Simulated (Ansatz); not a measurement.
Geometry optimisation, Ansatz, RKS r2SCAN-D4/def2-SVP.

Input:

```yaml
crystal:
  periodic: [false, false, false]
  atoms:
    - { symbol: Ga, position_ang: [0.440167, -0.091533, 0.947443] }
    - { symbol: Cl, position_ang: [1.652117, -1.75219, 0.111216] }
    - { symbol: C, position_ang: [-0.576598, 0.365887, -0.637763] }
    - { symbol: H, position_ang: [-0.143385, -0.393808, -1.285039] }
    - { symbol: H, position_ang: [0.668351, 0.265397, 2.436266] }
    - { symbol: H, position_ang: [-1.664077, 0.231913, -0.54235] }
    - { symbol: H, position_ang: [-0.376674, 1.374235, -1.029672] }
basis:
  gaussian: { orbitals: def2-SVP }
hamiltonian:
  xc: r2scan
  dispersion: d4
relax:
  f_tol: 0.03
  max_steps: 50
```

Launched with:

```bash
$ ansatz run input.yaml --threads 2 --pin off --max-ram 3072MiB --backend cpu --events-out ev --progress --plain --runs-dir out
```

Problem. Where does it end, and by what steps?

Solution. The forces met the threshold. After 6 steps the energy has fallen by 0.216 eV; Cl2 moved furthest, 0.41 Å.

```
step  energy less start (eV)  largest force component (eV/Å)  accepted
   0                  0.0000                           0.610       yes
   1                 -0.1420                           0.368       yes
   2                 -0.1977                           0.494       yes
   3                 -0.1712                           0.723        no
   4                 -0.2155                           0.110       yes
   5                 -0.2155                           0.061        no
   6                 -0.2160                           0.008       yes
```

```xyz
7
Properties=species:S:1:pos:R:3
Ga 0.519 -0.227 0.830
Cl 1.882 -1.864 0.435
C -0.579 0.354 -0.672
H -0.383 -0.255 -1.566
H 0.581 0.300 2.293
H -1.648 0.280 -0.414
H -0.372 1.411 -0.905
```

Whether the end is a true minimum wasn't checked by a vibrational analysis.

The run took 12 s on 2 threads of Intel(R) Xeon(R) Platinum 8488C (Sapphire Rapids) (shared host), peak memory 0.16 GiB.
